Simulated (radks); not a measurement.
Q: Species: C II. Configuration: [He] 2s2 2p1. Calculated with a radial shooting solver on a logarithmic mesh with Libxc functionals: non-relativistic Kohn-Sham, PBE, spin-polarised, spherical densities, point nucleus; open shells are filled with parallel spins first. Some entries of the table are withheld. Estimate them.

orbital,occ.,eigenvalue (eV),<r^2> (bohr^2)
1s up,1,-288.3772,0.09944
1s down,1,-287.8264,0.09909
2s up,1,(1),2.515
2s down,1,(2),2.603
2p up,1,-17.7300,2.765
2p down,0,-16.0141,2.943

A: 
(1) 2s up eigenvalue (eV): -26.4934
(2) 2s down eigenvalue (eV): -24.7011
